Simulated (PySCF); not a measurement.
This PySCF input asks for the NMR shieldings of `InChI=1S/C5H9Cl2FSi/c1-3(2)9-5(8)4(6)7/h4-5H,1,9H2,2H3/t5-/m0/s1`; the geometry comes from GFN2-xTB.

```python
import basis_set_exchange as bse
import numpy as np
from pyscf import gto, dft
from pyscf.prop import nmr

atoms = """
C    -1.174760    1.786337   -0.604609
C    -1.142087    0.478418   -0.378784
C    -2.075121   -0.169257    0.602976
Si    0.080360   -0.667774   -1.250359
C     1.448639   -1.108243    0.053673
F     0.895321   -1.993250    0.965797
C     1.933128    0.097720    0.819746
Cl    3.341361   -0.269853    1.857851
Cl    2.371131    1.367156   -0.324992
H    -0.515089    2.260127   -1.311126
H    -1.864716    2.438189   -0.089336
H    -1.517994   -0.755259    1.332376
H    -2.744900   -0.852232    0.082010
H    -2.673334    0.573850    1.126294
H     0.722135   -0.073394   -2.417871
H    -0.536088   -1.962509   -1.546726
H     2.293698   -1.634505   -0.399151
H     1.149558    0.490797    1.470572
"""
names = dict.fromkeys(["C", "Si", "F", "Cl", "H"], "pcSseg-1")
basis = {el: gto.basis.parse(bse.get_basis(n, elements=[el], fmt="nwchem")) for el, n in names.items()}
mol = gto.M(atom=atoms, basis=basis, charge=0, verbose=0)
mf = dft.RKS(mol, xc="PBE0")
mf.grids.level = 2
mf.grids.alignment = dft.numint.BLKSIZE   # the property module wants whole blocks of grid points
mf.conv_tol = 1e-9
mf.kernel()

calc = nmr.RKS(mf)   # GIAO
C = mf.mo_coeff
Co = C[:, mf.mo_occ > 0]
resp = mf.gen_response(singlet=True, hermi=2)
def vind(x):   # induced exchange potential for any number of trial vectors
    d = np.einsum("pi,xij,qj->xpq", C, 2 * x.reshape(-1, C.shape[1], Co.shape[1]), Co, optimize=True)
    return np.einsum("xpq,pi,qj->xij", resp(d - d.transpose(0, 2, 1)), C, Co, optimize=True).ravel()
mo1, _ = nmr.rhf.solve_mo1(calc, with_cphf=vind)
sigma = calc.kernel(mo1)
for i, s in enumerate(sigma):   # ppm
    print("%2d %-2s %9.2f" % (i, mol.atom_pure_symbol(i), np.trace(s) / 3))
```

**Question.** Give the expected output.

**Answer.** 
```
 0 C      45.21
 1 C      41.14
 2 C     158.04
 3 Si    388.71
 4 C      90.02
 5 F     397.82
 6 C     100.62
 7 Cl    667.11
 8 Cl    700.95
 9 H      25.73
10 H      25.29
11 H      29.47
12 H      29.51
13 H      29.70
14 H      27.06
15 H      27.25
16 H      26.78
17 H      25.93
```

These numbers come from an equivalent density-fitted implementation of the same equations, which agrees with the script to about 0.01 ppm for H and up to a few tenths of a ppm for heavy atoms, so last digits may differ.

**Question.** Turn these shieldings into chemical shifts. Chemical shifts δ = σref − σ; TMS for ¹³C (σ = 186.93 ppm) and ²⁹Si (σ = 349.16 ppm) and ¹H (σ = 31.72 ppm); CFCl3 for ¹⁹F (σ = 170.95 ppm); ³⁵Cl (σ = 949.78 ppm) against HCl, all at this level.

**Answer.** Averaging equivalent atoms: C 1: 145.8; C 0: 141.7; C 4: 96.9; C 6: 86.3; C 2: 28.9; Si 3: -39.6; F 5: -226.9; Cl 7: 283; Cl 8: 249; H 10: 6.43; H 9: 5.98; H 17: 5.78; H 16: 4.94; H 14: 4.66; H 15: 4.47; H 11/12/13: 2.16 ppm. Unscaled 19F shifts against computed CFCl3 carry errors that often reach 10 to 50 ppm.

Size and cost of the density-fitted run: 219 basis functions, 44 s wall time on 1 thread of an Arm Neoverse V2, shared host; peak memory 0.91 GiB.
